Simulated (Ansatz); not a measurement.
Reaction (isomerisation): `[CH3][GeH2][O]`• → `[CH2][GeH2][OH]`•

Computed with Ansatz on PBE0-D4/def2-TZVP structures; ΔE is electronic, products minus reactants. CCSD(T)/CBS adds triple-zeta CCSD(T) − MP2 to the extrapolated MP2 energy (def2 sets, frozen cores). Functionals use def2-TZVPP. HSE06 is defined as in plane-wave codes. Open shells (•) are unrestricted, without spin–orbit coupling. For Ge outer-core shells are correlated without core-valence functions, which leaves a few kJ/mol of doubt a bond. Scalar relativity is left out up to krypton. Each species was taken in one conformer, which may not be the lowest.

`[CH3][GeH2][O]`•:

Z-matrix (Å, degrees):
```
C
Ge 1 1.949
H 1 1.089 2 109.9
H 1 1.089 2 109.9 3 120.6
H 1 1.091 2 109.1 3 -119.7
O 2 1.797 1 103.0 3 -60.3
H 2 1.540 1 112.5 3 56.9
H 2 1.541 1 112.5 3 -177.4
```

`[CH2][GeH2][OH]`•:

```xyz
8

C    -1.298   -0.082    0.647
Ge    0.499   -0.254    0.029
O     0.639    0.995   -1.237
H    -1.707   -0.698    1.439
H    -1.962    0.654    0.208
H     0.786   -1.645   -0.582
H     1.537    0.014    1.142
H     1.506    1.016   -1.647
```

| species | HSE06-D4 energy (Eh) |
| --- | --- |
| `[CH3][GeH2][O]`• | -2192.92991 |
| `[CH2][GeH2][OH]`• | -2192.94779 |

Question: Work out ΔE.

Answer: ΔE = (-2192.94779) − (-2192.92991) = -0.01788 Eh = -11.2 kcal/mol. CCSD(T)/CBS gives -13.9 kcal/mol.

Largest T1 diagnostic among the species: 0.014.

In def2-TZVPP, CCSD(T) changes the Hartree–Fock value by −8.3 kcal/mol (the triples alone add −0.4 kcal/mol) and MP2 by −13.4 kcal/mol. Leaving LDA and LC-ωPBE aside and taking each functional with its dispersion term where it has one, the values, not all of them listed here, spread over 4.0 kcal/mol, from PBE-QIDH to BHLYP-D4. LDA lies −3.6 kcal/mol from PBE without D4. At CCSD(T), def2-SVP lies +4.1 kcal/mol from the extrapolated value and def2-TZVPP +1.3 kcal/mol.
